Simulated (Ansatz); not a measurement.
Basis-set extrapolation for CH₆AlClN₂ (PBE0-D4/def2-TZVP geometry, frozen core, the Gaussian-basis code of Ansatz). Multiplicity 1, RHF reference.

|  | def2-TZVPP | def2-QZVPP |
| --- | --- | --- |
| HF | -851.882503 | -851.909979 |
| MP2 correlation | -0.869242 | -0.937187 |
| CCSD(T) correlation | -0.950358 | not run |

Energies in hartree. Use E(X) = E(∞) + A·exp(−7.88·√X) for Hartree–Fock and E(X) = E(∞) + B·X^(−2.97) for correlation, with X = 3 and 4, and add CCSD(T) minus MP2 of the smaller set to the MP2 limit.

What is the CCSD(T) energy at the basis-set limit?

HF limit: -851.909979 + (-0.027476) × 0.13774 = -851.91376. MP2 limit: -0.937187 + (-0.067945) × 0.74074 = -0.98752. Higher-order term: -0.950358 − (-0.869242) = -0.08112. Total: -852.98240 hartree, 4.07 eV below CCSD(T)/def2-TZVPP.
